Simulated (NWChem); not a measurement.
C3H3Br; SMILES BrC=C=C

Computed with NWChem. Pople sets run with spherical d functions. Structure relaxed at the PBE-D3(BJ)/def2-SVP level. Level: M06-2X/6-31G* with SMD (1 M gas to 1 M solution), gas-phase geometry.

Question: Estimate the computed values for solvent 1,4-dioxane. Quantities: solvation free energy (kcal/mol); cavity-dispersion-structure term (kcal/mol); dipole in solution (D).

Answer: 
* **solvation free energy (kcal/mol)**: -2.4
* **cavity-dispersion-structure term (kcal/mol)**: -0.7
* **dipole in solution (D)**: 2.19
